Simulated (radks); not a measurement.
The numbers below are computed, except where a source is named.
Species: Nd8+. Configuration: [Kr] 4d10 4f2 5s2 5p2. Code: a radial shooting solver on a logarithmic mesh with Libxc functionals. Model: scalar-relativistic Kohn-Sham, PBE, spin-polarised, spherical densities, point nucleus; open shells are filled with parallel spins first (spin-orbit coupling, left out, can overturn this in heavy ions).

Radial electron density D(r) = 4 pi r^2 rho(r):

```
   r/bohr * D(r) (the largest magnitude, 105, reaches the edge; | marks zero)
  0.00165 |   *
 0.002165 |     *
 0.002865 |        *
 0.003761 |            *
 0.004936 |                 *
 0.006479 |                        *
 0.008505 |                               *
  0.01116 |                                     *
  0.01465 |                                        *
  0.01923 |                                        *
  0.02545 |                                     *
   0.0334 |                                    *
  0.04384 |                                         *
  0.05755 |                                                  *
  0.07554 |                                                      *
  0.09915 |                                               *
   0.1301 |                                        *
   0.1708 |                                            *
    0.226 |                                              *
   0.2967 |                              *
   0.3894 |                 *
   0.5111 |                   *
   0.6709 |                  *
   0.8806 |         *
    1.156 |    *
    1.517 | *
    2.007 |*
    2.635 *
    3.459 *
```

D(r) has 4 maxima, at r = 0.0164, 0.0732, 0.204, 0.567 bohr, and minima at 0.0316, 0.134, 0.412 bohr, inside which lie 1.95, 11.13, 29.07 electrons.
